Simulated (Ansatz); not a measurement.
`C[Si](C)(C)C#Cc1ccc(-c2ccc(-c3ccc(C#C[Si](C)(C)C)nc3)nc2)nc1` with charge -1. The state is a doublet with charge -1. Geometry r2SCAN-D4/def2-SVP, that of the neutral singlet; atoms count from 1.

Cartesian coordinates in Å:
```
C 10.312 3.385 0.366
Si 9.454 3.230 -1.298
C 9.362 4.902 -2.152
C 10.338 1.981 -2.387
C 7.731 2.635 -1.007
C 6.581 2.250 -0.808
C 5.252 1.805 -0.588
C 4.535 2.127 0.583
C 3.235 1.665 0.737
C 2.650 0.883 -0.280
C 1.271 0.362 -0.191
C 0.753 -0.460 -1.209
C -0.545 -0.940 -1.115
C -1.333 -0.595 0.002
C -2.724 -1.063 0.171
C -3.408 -1.822 -0.795
C -4.717 -2.221 -0.555
C -5.331 -1.850 0.661
C -6.677 -2.244 0.932
C -7.835 -2.597 1.139
Si -9.573 -3.096 1.506
C -9.557 -4.202 3.025
C -10.257 -4.024 0.022
C -10.574 -1.540 1.831
N -4.688 -1.122 1.597
C -3.438 -0.749 1.350
N -0.840 0.191 0.978
C 0.402 0.645 0.883
N 3.337 0.571 -1.396
C 4.577 1.009 -1.545
H 11.348 3.743 0.239
H 9.786 4.098 1.020
H 10.351 2.415 0.886
H 8.823 5.636 -1.532
H 8.838 4.827 -3.118
H 10.374 5.297 -2.344
H 9.827 1.865 -3.356
H 10.377 0.990 -1.906
H 11.374 2.302 -2.586
H 5.008 2.735 1.358
H 2.682 1.912 1.645
H 1.394 -0.703 -2.060
H -0.938 -1.583 -1.906
H -2.931 -2.101 -1.737
H -5.274 -2.810 -1.288
H -8.953 -5.107 2.853
H -9.131 -3.674 3.893
H -10.580 -4.520 3.288
H -11.298 -4.339 0.204
H -9.662 -4.926 -0.193
H -10.248 -3.392 -0.881
H -11.623 -1.791 2.064
H -10.162 -0.975 2.683
H -10.571 -0.874 0.954
H -2.932 -0.158 2.120
H 0.731 1.282 1.714
H 5.096 0.731 -2.471
```

Single mean-field runs in def2-TZVP are fitted with def2-universal-jkfit.

Question: Estimate the Mulliken populations of the heavy atoms from the PBE0/def2-TZVP orbitals of Ansatz.

Answer: 
```
atom  charge (e)  spin (α − β)
  C1       -0.49          0.00
 Si2        0.35          0.01
  C3       -0.48          0.00
  C4       -0.49          0.00
  C5       -0.02          0.11
  C6        0.01         -0.05
  C7       -0.10          0.13
  C8       -0.23          0.04
  C9       -0.20          0.02
 C10        0.24          0.09
 C11        0.04          0.07
 C12       -0.25          0.09
 C13       -0.19         -0.01
 C14        0.23          0.14
 C15        0.07          0.01
 C16       -0.16          0.11
 C17       -0.20         -0.05
 C18       -0.06          0.14
 C19       -0.04         -0.05
 C20        0.04          0.12
Si21        0.35          0.01
 C22       -0.48          0.00
 C23       -0.49          0.00
 C24       -0.48          0.00
 N25       -0.23         -0.02
 C26       -0.16          0.05
 N27       -0.23          0.00
 C28       -0.13          0.03
 N29       -0.23          0.05
 C30       -0.14         -0.03
```
Mulliken values depend strongly on the basis.

Question: Where does the spin sit?

Answer: Summed by element: C 0.95, Si 0.02, N 0.04, H -0.01, of 1 unpaired in all. Largest on single atoms: C14 0.14, C18 0.14, C7 0.13.

Question: And the Mayer bond orders between heavy atoms (over 0.3)?

Answer: C1–Si2 0.98 (1.88 Å); Si2–C3 0.98 (1.88 Å); Si2–C4 0.98 (1.88 Å); Si2–C5 1.07 (1.85 Å); C5–C6 2.53 (1.23 Å); C6–C7 1.19 (1.42 Å); C7–C8 1.26 (1.41 Å); C7–C30 1.29 (1.42 Å); C8–C9 1.53 (1.39 Å); C9–C10 1.28 (1.41 Å); C10–C11 1.10 (1.48 Å); C10–N29 1.30 (1.35 Å); C11–C12 1.26 (1.41 Å); C11–C28 1.26 (1.41 Å); C12–C13 1.51 (1.39 Å); C13–C14 1.27 (1.41 Å); C14–C15 1.09 (1.48 Å); C14–N27 1.27 (1.35 Å); C15–C16 1.30 (1.41 Å); C15–C26 1.28 (1.41 Å); C16–C17 1.48 (1.39 Å); C17–C18 1.34 (1.41 Å); C18–C19 1.32 (1.43 Å); C18–N25 1.29 (1.35 Å); C19–C20 2.55 (1.23 Å); C20–Si21 1.05 (1.85 Å); Si21–C22 0.99 (1.88 Å); Si21–C23 0.98 (1.88 Å); Si21–C24 0.99 (1.88 Å); N25–C26 1.63 (1.33 Å); N27–C28 1.68 (1.33 Å); N29–C30 1.65 (1.32 Å).
